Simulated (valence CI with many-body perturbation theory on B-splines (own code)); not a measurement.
# E1 transitions of As20+

Computed by relativistic CI+MBPT: three valence electrons over a frozen Dirac-Fock core [Ne], a basis of 11 s, 11 p, 10 d, 8 f, 5 g, 2 h functions for each j, with the one-electron correlation potential Σ1 (screened to all orders), the two-electron term Σ2, the three-electron term Σ3, Breit, model QED; selected single and double excitations, second order for the rest, scaled by the run's own slope (own B-spline code, finite nucleus).

No measured spectrum was set against this ion. As an estimate, levels of excited configurations hold to 0.05 to 0.15 % of their energy, terms of the ground configuration to about 0.5 %.

Lines 151 to 200 of 583 in falling wavelength, among levels below 407.13 eV, chosen from the strongest by gf and those to the six lowest levels. Wavelengths and rates use the calculated energies, so an error of 400 cm⁻¹ moves a line at 191.3 Å by 0.077 % and its rate by three times that or more. Electric multipoles are in the length gauge with retardation, E1 and E2 with the static RPA response of the core. Weak lines are less certain than strong ones. Lines between different terms over intervals too small for the method are left out, as are lines whose strength nearly cancels. Where a level lies close to another of its J and parity, the split of strength between their lines is uncertain. The highest levels of a list are the least certain.

Names give the largest LS component (configuration and term), which can be under half, so a name can repeat, a term be missing and a line seem to break the LS rules; names also repeat where a configuration has a term twice. Letters in brackets count levels of one name in rising energy.

```csv
λ vac (Å),Upper,Lower,A (s⁻¹),S (a.u.) with core polarisation,S without
191.3,3s 3p 3d 2F°_7/2 [b],3s2 3d 2D_5/2,4.25e+10,1.17e+00,1.21e+00
190.8,3p 3d2 2G°_9/2 [c],3s 3d2 2G_9/2,1.09e+10,3.73e-01,3.85e-01
190.7,3p2 3d 4D_7/2,3s 3p 3d 4P°_5/2,4.85e+09,1.33e-01,1.37e-01
190.7,3p 3d2 2F°_7/2 [b],3p2 3d 2D_5/2 [c],3.50e+09,9.59e-02,9.87e-02
190.6,3p2 3d 4P_5/2,3s 3p 3d 4D°_3/2,4.68e+09,9.60e-02,9.90e-02
190.5,3p2 3d 2D_5/2 [b],3s 3p 3d 2F°_7/2 [a],2.25e+10,4.60e-01,4.74e-01
190.4,3p 3d2 2G°_9/2 [c],3s 3d2 2G_7/2,2.46e+09,8.39e-02,8.64e-02
189.9,3p2 3d 2D_5/2 [a],3s 3p 3d 4D°_5/2,5.50e+09,1.12e-01,1.15e-01
189.9,3p2 3d 4P_3/2 [b],3s 3p 3d 4D°_5/2,7.82e+09,1.06e-01,1.09e-01
189.9,3p2 3d 2D_3/2 [b],3s 3p 3d 2P°_1/2 [a],2.14e+10,2.89e-01,2.98e-01
189.9,3p2 3d 4D_5/2,3s 3p 3d 4F°_7/2,1.04e+10,2.11e-01,2.17e-01
189.7,3d3 2G_9/2,3p 3d2 2F°_7/2 [c],4.06e+10,1.37e+00,1.41e+00
189.6,3p2 3d 2D_5/2 [a],3s 3p 3d 4D°_7/2,9.22e+09,1.86e-01,1.92e-01
189.5,3p 3d2 2F°_5/2 [d],3s 3d2 2G_7/2,2.15e+10,4.32e-01,4.45e-01
189.1,3p 3d2 2F°_5/2 [a],3p2 3d 4P_3/2 [a],4.74e+09,9.50e-02,9.78e-02
189.1,3p3 2P°_1/2,3s 3p2 2D_3/2,2.45e+10,1.64e-01,1.69e-01
188.9,3p 3d2 2P°_3/2 [b],3s 3d2 2D_5/2,6.85e+09,9.12e-02,9.39e-02
188.9,3p2 3d 2P_3/2 [a],3s 3p 3d 4F°_3/2,6.92e+09,9.21e-02,9.50e-02
188.8,3p 3d2 2P°_3/2 [a],3s 3d2 4F_5/2,7.44e+09,9.88e-02,1.02e-01
188.7,3p2 3d 4D_7/2,3s 3p 3d 4F°_9/2,9.06e+09,2.41e-01,2.48e-01
188.7,3p2 3d 4P_5/2,3s 3p 3d 4P°_5/2,1.06e+10,2.11e-01,2.17e-01
188.7,3p 3d2 2G°_9/2 [b],3p2 3d 2F_7/2 [b],7.05e+09,2.34e-01,2.40e-01
188.6,3s 3d2 2D_5/2,3s 3p 3d 2P°_3/2 [b],8.82e+09,1.75e-01,1.81e-01
187.4,3p2 3d 2D_3/2 [a],3s 3p 3d 2D°_5/2 [a],1.43e+10,1.86e-01,1.91e-01
186.5,3p3 2P°_3/2,3s 3p2 2D_5/2,1.67e+10,2.13e-01,2.20e-01
186.2,3p2 3d 2F_5/2 [b],3s 3p 3d 2F°_5/2 [a],1.32e+10,2.52e-01,2.60e-01
186.2,3s 3d2 2D_5/2,3s 3p 3d 2D°_3/2 [b],7.39e+09,1.41e-01,1.45e-01
186.1,3p2 3d 4D_1/2,3s 3p 3d 4F°_3/2,2.07e+10,1.32e-01,1.36e-01
186.0,3s 3p 3d 2F°_5/2 [b],3s2 3d 2D_3/2,4.46e+10,8.50e-01,8.75e-01
185.6,3p 3d2 2G°_7/2 [b],3s 3d2 2G_9/2,3.18e+09,8.04e-02,8.28e-02
185.6,3p3 2D°_5/2,3s 3p2 4P_3/2,2.86e+07,5.41e-04,5.56e-04
185.3,3p 3d2 2G°_7/2 [b],3s 3d2 2G_7/2,9.90e+09,2.49e-01,2.56e-01
184.0,3s 3d2 2D_3/2,3s 3p 3d 2P°_1/2 [b],1.12e+10,1.38e-01,1.42e-01
183.9,3p3 2D°_3/2,3s 3p2 4P_1/2,3.32e+09,4.08e-02,4.21e-02
183.6,3p 3d2 4G°_11/2,3p2 3d 2G_9/2,2.55e+09,9.34e-02,9.61e-02
183.4,3d3 2P_3/2,3p 3d2 2P°_3/2 [b],1.35e+10,1.64e-01,1.69e-01
183.2,3p2 3d 4D_3/2,3s 3p 3d 4F°_5/2,1.12e+10,1.36e-01,1.40e-01
182.8,3p2 3d 4D_5/2,3s 3p 3d 4F°_5/2,1.07e+10,1.93e-01,1.99e-01
182.5,3p3 4S°_3/2,3s 3p2 4P_3/2,1.83e+10,2.19e-01,2.26e-01
182.3,3p2 3d 2D_5/2 [c],3s 3p 3d 2P°_3/2 [a],2.82e+10,5.05e-01,5.20e-01
182.2,3d3 2D_5/2 [b],3p 3d2 2P°_3/2 [c],3.29e+10,5.89e-01,6.06e-01
181.8,3p2 3d 2P_3/2 [b],3s 3p 3d 2F°_5/2 [a],7.43e+09,8.81e-02,9.09e-02
181.7,3d3 2D_3/2 [b],3p 3d2 2P°_3/2 [c],1.13e+10,1.34e-01,1.38e-01
181.6,3p2 3d 2G_9/2,3s 3p 3d 4F°_9/2,6.99e+09,2.07e-01,2.13e-01
181.1,3p3 2P°_3/2,3s 3p2 2D_3/2,1.02e+09,1.19e-02,1.23e-02
180.4,3d3 2F_5/2,3p 3d2 2G°_7/2 [b],4.47e+09,7.76e-02,7.97e-02
179.7,3p 3d2 2P°_3/2 [a],3p2 3d 2S_1/2,6.80e+09,7.79e-02,8.02e-02
179.1,3p2 3d 2G_7/2,3s 3p 3d 4F°_7/2,4.49e+09,1.02e-01,1.05e-01
179.1,3s 3p 3d 2D°_3/2 [b],3s2 3d 2D_5/2,2.37e+10,2.69e-01,2.77e-01
178.9,3p 3d2 2F°_7/2 [c],3p2 3d 2D_5/2 [c],2.29e+10,5.18e-01,5.33e-01
```
